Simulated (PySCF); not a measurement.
## Correlation energy of N⁺ (nitrogen, charge +1)

[He] 2s2 2p2, high-spin 3P determinant. All numbers are calculated (PySCF 2.14, scalar relativity by spin-free X2C-1e, in x2c-TZVPall (5s3p2d1f, 31 functions)). Frozen: 1s2; 4 electrons correlated.

MP2 pair energies summed by pair of shells (mhartree):

```json
{"pair": "2s-2p", "energy": "-43.08", "share (%)": "61.2"}
{"pair": "2s-2s", "energy": "-19.99", "share (%)": "28.4"}
{"pair": "2p-2p", "energy": "-7.37", "share (%)": "10.5"}
```

Total MP2 correlation energy: -70.43 mhartree.

Same-spin part -12.54 and opposite-spin part -57.89 mhartree; SCS-MP2 scales them by 1/3 and 6/5 to -73.65 mhartree.

| level | correlation energy (mhartree) |
| --- | --- |
| CCSD | -91.64 |
| (T) | -1.57 |
| CCSD(T) | -93.21 |

Diagnostics: T1 = 0.0063, D1 = 0.0123, largest double amplitude 0.119.

Cost of the coupled-cluster step: 0.44 s of wall time on 1 thread of Neoverse-N1 (shared host), for 4 correlated electrons.
